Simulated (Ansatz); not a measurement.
Geometry optimisation, RKS PBE0/def2-SVP in Ansatz 0.2.0.

Input:

```yaml
crystal:
  periodic: [false, false, false]
  atoms:
    - { symbol: Ge, position_ang: [0.0, 0.0, 0.0] }
    - { symbol: H, position_ang: [0.0, 0.0, 1.55] }
    - { symbol: Cl, position_ang: [2.0935, 0.0, -0.7393] }
    - { symbol: Cl, position_ang: [-1.0456, 1.8115, -0.7393] }
    - { symbol: H, position_ang: [-0.73, -1.2648, -0.5162] }
basis:
  gaussian: { orbitals: def2-SVP }
hamiltonian:
  xc: pbe0
relax:
  f_tol: 0.02
  max_steps: 40
output:
  orbitals: {}
```

Launched with:

```bash
$ ansatz run input.yaml --threads 1 --pin off --max-ram 2048MiB --backend cpu --events-out ev --progress --plain --runs-dir out
```

Q: Where does it end, and by what steps?

A: It converged. After 4 steps the energy has fallen by 0.111 eV; Cl3 moved furthest, 0.08 Å.

```tsv
step	energy less start (eV)	largest force component (eV/Å)	accepted
0	0.0000	1.087	yes
1	-0.0984	0.234	yes
2	-0.1105	0.034	yes
3	-0.1111	0.031	yes
4	-0.1112	0.005	yes
```

```xyz
5
Properties=species:S:1:pos:R:3
Ge -0.009 -0.016 0.013
H 0.032 0.056 1.541
Cl 2.016 0.001 -0.712
Cl -1.006 1.745 -0.713
H -0.715 -1.239 -0.574
```

Whether the end is a true minimum wasn't checked by a vibrational analysis.

Run time: 5.9 s on 1 thread of AMD EPYC 9R45 96-Core Processor (Zen 5), on a shared host, peak memory 0.18 GiB.
